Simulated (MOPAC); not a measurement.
A run for MOPAC: PM7 on H3N3 (a complex), monomers drawn apart or pushed together.

```
PM7 1SCF PRECISE CHARGE=0 THREADS=1
H3N3

N     -0.15989024 1     0.18569666 1    -0.16589829 1
H     -0.38509107 1     0.33453743 1    -1.14295921 1
H      0.76478673 1     0.56906909 1    -0.00636693 1
H     -0.09523295 1    -0.81509797 1    -0.01874501 1
N      0.50889496 1    -0.37418028 1     3.42929965 1
N     -0.19964532 1     0.09285009 1     4.11440041 1
```

Output:

```
*******************************************************************************
 **                                                                           **
 **                              MOPAC v23.2.5                                **
 **                                                                           **
 *******************************************************************************
 ** MOPAC's Digital Object Identifier: https://doi.org/10.5281/zenodo.6511958 **
 **                                                                           **
 ** Please cite the open-source release paper for use of this MOPAC version:  **
 ** J. E. Moussa and J. J. P. Stewart (2026)                                  **
 ** MOPAC: An open-source semiempirical molecular orbital program             **
 ** J. Open Source Softw., 11(119), 8025, https://doi.org/10.21105/joss.08025 **
 *******************************************************************************

                              PM7 CALCULATION RESULTS

 *******************************************************************************
 *  PM7        - The PM7 Hamiltonian to be used
 *
 *
 *
 *                 CHARGE ON SYSTEM = 0
 *
 *
 *
 *  PRECISE    - TIGHTER CRITERIA TO BE USED
 *  1SCF       - DO 1 SCF AND THEN STOP
 *  THREADS=1  - MULTI-THREADING NOT USED
 *  T=         - A TIME OF 172800.0 SECONDS REQUESTED
 *  DUMP=N     - RESTART FILE WRITTEN EVERY 7200.0 SECONDS REQUESTED
 *******************************************************************************
PM7 1SCF PRECISE CHARGE=0 THREADS=1
 H3N3

   ATOM   CHEMICAL          X               Y               Z
  NUMBER   SYMBOL      (ANGSTROMS)     (ANGSTROMS)     (ANGSTROMS)

     1       N         -0.15989024  *   0.18569666  *  -0.16589829  *
     2       H         -0.38509107  *   0.33453743  *  -1.14295921  *
     3       H          0.76478673  *   0.56906909  *  -0.00636693  *
     4       H         -0.09523295  *  -0.81509797  *  -0.01874501  *
     5       N          0.50889496  *  -0.37418028  *   3.42929965  *
     6       N         -0.19964532  *   0.09285009  *   4.11440041  *



          CARTESIAN COORDINATES

    NO.       ATOM           X           Y           Z

     1         N         -0.1599      0.1857     -0.1659
     2         H         -0.3851      0.3345     -1.1430
     3         H          0.7648      0.5691     -0.0064
     4         H         -0.0952     -0.8151     -0.0187
     5         N          0.5089     -0.3742      3.4293
     6         N         -0.1996      0.0929      4.1144

 General Reference for PM7:
 "Optimization of Parameters for Semiempirical Methods VI: More Modifications to the
 NDDO Approximations and Re-optimization of Parameters", J. J. P. Stewart, J. Mol. Mod., 1:32, 19 (2013)
 https://link.springer.com/article/10.1007/s00894-012-1667-x

           Empirical Formula: H3 N3  =     6 atoms



      MOLECULAR POINT GROUP   :   Cs


      RHF CALCULATION, NO. OF DOUBLY OCCUPIED LEVELS = 9


 -------------------------------------------------------------------------------
 PM7 1SCF PRECISE CHARGE=0 THREADS=1
 H3N3



     1SCF WAS SPECIFIED, SO BFGS WAS NOT USED
     SCF FIELD WAS ACHIEVED


                              PM7 CALCULATION
                                                       MOPAC v23.2.5 Linux




          FINAL HEAT OF FORMATION =         29.88782 KCAL/MOL =     125.05063 KJ/MOL


          COSMO AREA              =         97.43 SQUARE ANGSTROMS
          COSMO VOLUME            =         72.62 CUBIC ANGSTROMS

          IONIZATION POTENTIAL    =         10.398706 EV
          HOMO LUMO ENERGIES (EV) =        -10.399  0.288
          NO. OF FILLED LEVELS    =          9
          MOLECULAR WEIGHT        =         45.0438         POINT GROUP:  Cs

          MOLECULAR DIMENSIONS (Angstroms)

            Atom       Atom       Distance
            N     6    H     2     5.26618
            H     4    H     3     1.62950
            H     2    N     5     0.88414


          SCF CALCULATIONS        =          1





   ATOM   CHEMICAL          X               Y               Z
  NUMBER   SYMBOL      (ANGSTROMS)     (ANGSTROMS)     (ANGSTROMS)

     1       N         -0.15989024  *   0.18569666  *  -0.16589829  *
     2       H         -0.38509107  *   0.33453743  *  -1.14295921  *
     3       H          0.76478673  *   0.56906909  *  -0.00636693  *
     4       H         -0.09523295  *  -0.81509797  *  -0.01874501  *
     5       N          0.50889496  *  -0.37418028  *   3.42929965  *
     6       N         -0.19964532  *   0.09285009  *   4.11440041  *

                             CARTESIAN COORDINATES

   1    N       -0.159890240     0.185696660    -0.165898290
   2    H       -0.385091070     0.334537430    -1.142959210
   3    H        0.764786730     0.569069090    -0.006366930
   4    H       -0.095232950    -0.815097970    -0.018745010
   5    N        0.508894960    -0.374180280     3.429299650
   6    N       -0.199645320     0.092850090     4.114400410


           Empirical Formula: H3 N3  =     6 atoms



      MOLECULAR POINT GROUP   :   Cs


                  EIGENVALUES
 -43.00396 -35.45612 -21.72433 -16.60875 -16.59490 -16.00544 -15.97752 -13.33245
 -10.39871   0.28775   0.30337   3.93704   4.53815   6.67862   6.69014


              NET ATOMIC CHARGES AND DIPOLE CONTRIBUTIONS

  ATOM NO.   TYPE          CHARGE      No. of ELECS.   s-Pop       p-Pop
    1          N          -0.703468        5.7035     1.64541     4.05806
    2          H           0.234531        0.7655     0.76547
    3          H           0.234333        0.7657     0.76567
    4          H           0.234592        0.7654     0.76541
    5          N          -0.004414        5.0044     1.82547     3.17894
    6          N           0.004426        4.9956     1.82565     3.16992
 DIPOLE           X         Y         Z       TOTAL
 POINT-CHG.     0.845    -0.519    -0.741     1.237
 HYBRID         0.764    -0.468    -0.692     1.132
 SUM            1.609    -0.986    -1.432     2.369


          ATOMIC ORBITAL ELECTRON POPULATIONS

     Atom    s        px        py        pz
    1  N   1.64541   1.41404   1.27776   1.36626
    2  H   0.76547
    3  H   0.76567
    4  H   0.76541
    5  N   1.82547   1.07603   1.03416   1.06875
    6  N   1.82565   1.07162   1.02999   1.06831

 **********************
 *                    *
 * JOB ENDED NORMALLY *
 *                    *
 **********************




 == MOPAC DONE ==
```

The run finished.

Cost: roughly 0.020 core-seconds.
